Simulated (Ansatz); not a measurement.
Reaction (redistribution): `[OH][In]([SH])[Br]` + `N[Si]Br` → `[NH2][In]([SH])[Br]` + `O[Si]Br`

Computed with Ansatz on PBE0-D4/def2-TZVP structures; ΔE is electronic, products minus reactants. CCSD(T)/CBS is the MP2 limit (def2-TZVPP, def2-QZVPP) plus CCSD(T) − MP2 in def2-TZVPP, frozen cores. DFT in def2-TZVPP. Elements past krypton have def2 core potentials. For Br, In outer-core shells are correlated without core-valence functions, which leaves a few kJ/mol of doubt a bond. Scalar relativity is left out up to krypton. Each species was taken in one conformer, which may not be the lowest.

(1) Is it downhill or uphill in electronic energy at CCSD(T)/CBS, and by how much? (Best estimate.)

(2) What do these levels give: r2SCAN-D4, PBE, r2SCAN, PBE0, HF/def2-TZVPP, MP2/def2-TZVPP, SCS-MP2/def2-TZVPP, CCSD/def2-TZVPP, HF/def2-QZVPP, SCS-MP2/def2-QZVPP, HF/CBS(def2), CCSD/CBS(def2)? (Estimate.)

Largest T1 diagnostic among the species: 0.013.

Answers

(1) The calculation gave: Downhill: ΔE = -14.2 kJ/mol.

(2) Ansatz gave: r2SCAN-D4 -11.1, PBE -11.0, r2SCAN -11.0, PBE0 -13.0, HF/def2-TZVPP -15.6, MP2/def2-TZVPP -16.6, SCS-MP2/def2-TZVPP -15.5, CCSD/def2-TZVPP -16.5, HF/def2-QZVPP -15.3, SCS-MP2/def2-QZVPP -14.4, HF/CBS(def2) -15.2, CCSD/CBS(def2) -14.8 kJ/mol.
